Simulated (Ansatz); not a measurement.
Species: BClI₂, SMILES `ClB(I)I` (charge 0, multiplicity 1).

Question: Give a relaxed geometry from CAM-B3LYP-D3(BJ)/def2-TZVP run with Ansatz (a quantum-chemistry and plane-wave program).

Answer: the end point of this relaxation (outside a Z-matrix the atoms follow the SMILES, hydrogens last).
Cartesian coordinates (Å) in one orientation:
```xyz
4

Cl    -0.102     1.821     0.001
B     -0.005     0.092     0.001
I      1.889    -0.854    -0.006
I     -1.782    -1.059     0.005
```
